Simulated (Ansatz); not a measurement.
A structure relaxed at r2SCAN-D4/def2-TZVP in Ansatz, charge 1, doublet:

```xyz
3

Nb   -0.113    1.011    0.789
Nb   -1.098   -0.481   -0.469
S     1.211   -0.530   -0.320
```

(1) Give its formula and point group.

(2) Summarise the bond lengths by kind (pairs closer than 1.2 times the sum of covalent radii, bridged metal pairs left out).

Answers

(1) Nb₂S⁺ (the lowest doublet isomer of a short search). Point group C2v (tolerance 0.1 Å).

(2) 2 × Nb–S 2.31 Å.

In the def2 sets Nb takes a core potential; there is no spin–orbit coupling. The relaxation made no stability test and no search for a lower SCF solution. The structure comes from a short search, and lower isomers may exist.
